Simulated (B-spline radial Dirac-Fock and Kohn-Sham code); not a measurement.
# Photoionisation of gallium ions at Ag Kα (22162.9 eV)

The computed values come from an atomic code on a B-spline grid: a relativistic central-field model (Hartree-Slater potential of the initial state, Latter tail, multipole expansion of the photon field, Dirac-Fock thresholds). Cross sections in kb; a dash marks an empty subshell or a threshold above the photon energy.

```
  ion      configuration  total     2s   2p3/2    3p3/2     3d3/2     3d5/2
   Ga  [Ar] 3d10 4s2 4p1  3.379  0.241  0.0599  0.00845  0.000110  0.000152
  Ga⁺      [Ar] 3d10 4s2  3.379  0.241  0.0600  0.00844  0.000110  0.000152
 Ga⁴⁺           [Ar] 3d9  3.378  0.241  0.0600  0.00867  0.000109  0.000151
 Ga⁵⁺           [Ar] 3d8  3.379  0.241  0.0600  0.00894  0.000105  0.000145
Ga²⁹⁺                1s2  3.031      –       –        –         –         –
```
